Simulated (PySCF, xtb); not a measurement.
I2Mg, SMILES [Mg-]([I])[I], charge -1, multiplicity 2.

Harmonic wavenumbers (cm⁻¹) from GFN2-xTB (xtb 6.7.1) at its own minimum, in rising order: 26, 129, 173.

Task: What does PBE-D3(BJ)/def2-SVPD in PySCF give at its own minimum? (The exact figures need the calculation; the answer reports its results.)

Result: 42, 187, 257. Paired by order, the mean absolute difference is 52 cm⁻¹ and the zero-point energies are 0.5 and 0.7 kcal/mol.
